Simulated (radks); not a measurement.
Effect of the nuclear size on the bromine ion Br2+, [Ar] 3d10 4s2 4p3. All-electron calculation, Dirac Kohn-Sham, relativistic LDA (MacDonald-Vosko exchange, VWN5 correlation), spin-unpolarised, spherical densities, finite nucleus; open shells fill j = l - 1/2 first; Fermi nuclear charge, rms radius 4.1629 fm. Program: a radial shooting solver on a logarithmic mesh with Libxc functionals. The rms radius is varied about that value; shifts are against it.

rms radius (fm)  total energy shift (eV)  density at nucleus (e/bohr^3)  1s1/2 shift (meV)  2s1/2 shift (meV)  3p1/2 shift (meV)  4s1/2 shift (meV)
3.6967                            -0.113                      4.433e+04              -47.9              -4.81              0.078             -0.085
3.8465                           -0.0783                      4.419e+04              -33.1              -3.32              0.054             -0.058
4.1629                                 0                      4.393e+04              0.000              0.000              0.000              0.000
4.3627                            0.0524                      4.378e+04               22.1               2.22             -0.036              0.039
4.6916                             0.144                      4.354e+04               60.7               6.09             -0.098              0.107

Slopes of the eigenvalues against <r^2> in GHz/fm^2, as finite differences over the two radii next to the reference (eigenvalue slopes, not the field-shift constants of lines): 1s1/2 3150, 2s1/2 316, 3p1/2 -5.12, 4s1/2 5.57.
